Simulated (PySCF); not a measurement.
Compound: C4H6Se.
Atom-mapped SMILES: `[CH:1]1=[CH:2][CH2:3][Se:4][CH2:5]1` (hydrogens: H6 on C1; H7 on C2; H8, H9 on C3; H10, H11 on C5)

Theory: core-valence-separated Tamm–Dancoff BHandHLYP/aug-pcX-1 (pcseg-1 on H, def2-SVPD on Se) in PySCF, non-relativistic, gas phase, PBE0-D3(BJ)/def2-SVP geometry.

Computed carbon K-edge spectrum, Gaussian lines of 0.6 eV full width, highest printed point 100; it ends one width below the last computed root. Absolute energies from this functional tend to lie a few eV below measured edges; no shift was applied.

photon energy (eV), absorption and a bar:
```
    282.1          0 
    282.2          2 
    282.3          4 #
    282.4         11 ###
    282.5         23 #######
    282.6         42 #############
    282.7         66 ####################
    282.8         88 ##########################
    282.9        100 ##############################
    283.0         98 #############################
    283.1         82 #########################
    283.2         59 ##################
    283.3         36 ###########
    283.4         19 ######
    283.5          9 ###
    283.6          3 #
    283.7          1 
    283.8          0 
    283.9          0 
    284.0          0 
    284.1          1 
    284.2          4 #
    284.3         10 ###
    284.4         21 ######
    284.5         38 ###########
    284.6         58 #################
    284.7         76 #######################
    284.8         85 ##########################
    284.9         82 #########################
    285.0         68 ####################
    285.1         48 ##############
    285.2         30 #########
    285.3         16 #####
    285.4         10 ###
    285.5          9 ##
    285.6         12 ####
    285.7         18 #####
    285.8         25 #######
    285.9         31 #########
    286.0         36 ###########
    286.1         39 ############
    286.2         41 ############
    286.3         44 #############
    286.4         44 #############
    286.5         43 #############
    286.6         39 ############
    286.7         37 ###########
```

Q: Assign the maxima to core holes.

A: 3 maxima:
- 282.9 eV: C1/C2 (alkene CH carbon), 282.94 eV, f = 0.124, sum of 2, 100 % of the height at the exact maximum
- 284.8 eV: C3/C5 (sp3 carbon bound to selenium), 284.83 eV, f = 0.105, sum of 2, 100 % of the height at the exact maximum
- 286.4 eV: C3/C5 (sp3 carbon bound to selenium), 286.43 eV, f = 0.033, sum of 2, 59 % of the height at the exact maximum; C1/C2 (alkene CH carbon), 285.95 eV, f = 0.034, sum of 2, 15 % of the height at the exact maximum; C1/C2 (alkene CH carbon), 286.48 eV, f = 0.008, sum of 2, 13 % of the height at the exact maximum

Roots within 0.03 eV on the same or equivalent atoms count as one line; shares under 12 % aren't listed.

Vibrational structure and lifetime widths aren't in the curve. The ionisation threshold wasn't computed; near and above it a finite basis only mimics Rydberg series and continuum. The BHandHLYP/aug-pcX-1 (pcseg-1 on H, def2-SVPD on Se) calculation is non-relativistic and has no spin–orbit coupling, an omission that weighs most on selenium.
